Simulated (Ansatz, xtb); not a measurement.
**Relaxing a trial structure of GaH2InN−**

The starting geometry of this gas-phase singlet has its atoms placed at random.

```tsv
atom	x (Å)	y (Å)	z (Å)
Ga	-2.0171	0.0473	-0.0861
In	0.3808	0.9287	0.2186
N	0.0347	-1.7088	0.2111
H	0.4322	0.2458	-1.5655
H	-0.9791	-0.5708	1.4759
```

Problem. Guess where an optimisation with r2SCAN-D4/def2-SVPD ends from this start.

Solution. It ends as a structure with H4 bridging Ga1 and In2, given below by its coordinates. Distances that change by over a tenth: Ga1–In2 (2.57 → 3.09 Å), Ga1–H5 (1.97 → 2.64 Å). Contacts that close: Ga1–N3 (2.72 → 1.89 Å), Ga1–H4 (2.87 → 1.88 Å), In2–N3 (2.66 → 2.13 Å), N3–H5 (1.98 → 1.02 Å).

The energy falls by 7.42 eV over 15 steps:

```json
{"step": "1", "E − E(last) (eV)": "7.421"}
{"step": "3", "E − E(last) (eV)": "4.302"}
{"step": "4", "E − E(last) (eV)": "2.555"}
{"step": "6", "E − E(last) (eV)": "1.125"}
{"step": "7", "E − E(last) (eV)": "0.776"}
{"step": "9", "E − E(last) (eV)": "0.306"}
{"step": "10", "E − E(last) (eV)": "0.101"}
{"step": "12", "E − E(last) (eV)": "0.007"}
{"step": "13", "E − E(last) (eV)": "0.001"}
{"step": "15", "E − E(last) (eV)": "0.000"}
```

Final geometry (Å):

```xyz
5

Ga   -1.6577   -0.4869   -0.7925
In    1.1076    0.5433    0.1213
N    -0.5828   -0.5851    0.7596
H    -0.2262    0.5269   -1.4715
H    -0.7894   -1.0560    1.6370
```

From the same start GFN2-xTB ends elsewhere, in pieces: GaHInN + H.

From so rough a start the end depends on the optimiser's path, so another program may land elsewhere. The end wasn't checked by frequencies. Atoms past krypton carry core potentials, without spin–orbit terms. Run with Ansatz 0.2.0, 23 s on 1 thread of AMD EPYC 9R45 96-Core Processor (Zen 5) (shared host).
